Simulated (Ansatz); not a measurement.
```yaml
crystal:
  periodic: [false, false, false]
  atoms:
    - {symbol: C, position_ang: [-1.003497, -0.584702, 0.314239]}
    - {symbol: N, position_ang: [0.148161, 0.282485, 0.405806]}
    - {symbol: B, position_ang: [1.114134, 0.530105, -0.552779]}
    - {symbol: Cl, position_ang: [1.071475, -0.238111, -2.138370]}
    - {symbol: Cl, position_ang: [2.431651, 1.647592, -0.184547]}
    - {symbol: H, position_ang: [-1.932462, -0.018859, 0.425939]}
    - {symbol: H, position_ang: [-1.013924, -1.071906, -0.658917]}
    - {symbol: H, position_ang: [-0.974648, -1.358229, 1.086320]}
    - {symbol: H, position_ang: [0.247610, 0.765327, 1.285107]}
basis:
  gaussian: {orbitals: aug-cc-pVTZ}
hamiltonian: {xc: {name: HF}}
output: {forces: true}
```

```sh
$ ansatz run in.yaml --threads 4 --pin off --events-out ev --progress --plain --max-ram 10444MiB
```

It prints (some lines left out):

```
Functional definition: HF
1899 factors; their error is unknown
mean field evaluation 1: about -28256.9476 eV, gradient 3.6e1 eV
mean field evaluation 2: about -28259.3443 eV, gradient 1.9e1 eV
mean field evaluation 4: about -28260.1122 eV, gradient 7.7e-1 eV
mean field evaluation 8: about -28260.3423 eV, gradient 4.9e-1 eV
mean field -28260.34259335 eV, -1038.5484347574 hartree, gradient 1.6e-5 eV, S^2 0.000000; 0 other end points of the search recorded, 0 dependent functions left out
reference -28260.34259335 eV, -1038.5484347574 hartree; 28, 28 occupied and 302, 302 virtual orbitals, 1899 factors
Total energy: -28260.34259335 eV, -1038.5484347574 hartree
Atom 0 at    -1.003497    -0.584702     0.314239 Å, force    -0.372519    -0.306043    -0.084597 eV/Å
Atom 1 at     0.148161     0.282485     0.405806 Å, force     0.304048     0.428881     0.449621 eV/Å
Atom 2 at     1.114134     0.530105    -0.552779 Å, force    -0.417822    -0.104210     0.419825 eV/Å
Atom 3 at     1.071475    -0.238111    -2.138370 Å, force     0.067484    -0.106835    -0.332415 eV/Å
Atom 4 at     2.431651     1.647592    -0.184547 Å, force     0.255422     0.203384     0.043519 eV/Å
Atom 5 at    -1.932462    -0.018859     0.425939 Å, force     0.306158    -0.176492    -0.027321 eV/Å
Atom 6 at    -1.013924    -1.071906    -0.658917 Å, force    -0.058428     0.150746     0.392629 eV/Å
Atom 7 at    -0.974648    -1.358229     1.086320 Å, force    -0.003025     0.257729    -0.242679 eV/Å
Atom 8 at     0.247610     0.765327     1.285107 Å, force    -0.081317    -0.347159    -0.618582 eV/Å
Dipole moment:    -0.457468    -0.140200     0.403064 e Å
```

Run time 6 s (4 threads of an Arm Neoverse V2 on a shared host); peak host memory 1.4 GiB.
